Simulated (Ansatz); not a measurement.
`[BH2][GeH2][SiH3]` + H₂ → `[SiH3][GeH3]` + BH₃ at 600 K and 1 bar (hydrogenolysis of a Ge–B bond).

Calculated with Ansatz (gas phase, PBE0-D4/def2-TZVP geometries, no zero-point term in ΔE). CCSD(T)/CBS is the MP2 limit (def2-TZVPP, def2-QZVPP) plus CCSD(T) − MP2 in def2-TZVPP, frozen cores. This one scheme is used for every species. For Ge outer-core shells are correlated without core-valence functions, which leaves a few kJ/mol of doubt a bond. Scalar relativity is left out up to krypton.

```tsv
species	CCSD(T)/CBS energy (Eh)	H − E (kJ/mol)	S (J/(mol·K))
`[BH2][GeH2][SiH3]`	-2394.15199	220.0	438.4
H₂	-1.17544	43.9	150.8
`[SiH3][GeH3]`	-2368.78170	172.3	364.0
BH₃	-26.55200	91.5	217.3
```

H − E and S are ideal-gas, rigid-rotor, harmonic terms from PBE0-D4/def2-TZVP. The MP2-based limit puts H₂ 0.8 mEh under its directly extrapolated value; such offsets cancel only in part. 1 Eh = 2625.50 kJ/mol, R = 8.31446 J/(mol·K).

Q: By hand: ΔE, ΔH, ΔS and ΔG.

A: ΔE = (-2368.78170) + (-26.55200) − (-2394.15199) − (-1.17544) = -0.00627 Eh = -16.5 kJ/mol. Δ(H − E) = 172.3 + 91.5 − 220.0 − 43.9 = -0.1, so ΔH = -16.6 kJ/mol. ΔS = 364.0 + 217.3 − 438.4 − 150.8 = -7.9 J/(mol·K). ΔG = -16.6 − 600 × (-7.9)/1000 = -11.9 kJ/mol.

Q: By hand: the equilibrium constant, and the temperature at which ΔG would vanish if ΔH and ΔS stayed fixed.

A: log₁₀ K = −ΔG/(RT ln 10) = 1.0. ΔG = 0 at ΔH/ΔS = 2101 K, though so small a ΔS makes that figure unsure.

The number of gas molecules stays the same, so ΔS is small and ΔH decides. A doubt of 5 kJ/mol in ΔE shifts log₁₀ K by 0.4 here. These are equilibria of isolated gas molecules and say nothing of rates. Largest T1 diagnostic: 0.013 (customary marks: 0.02 for closed shells, 0.045 for open ones).
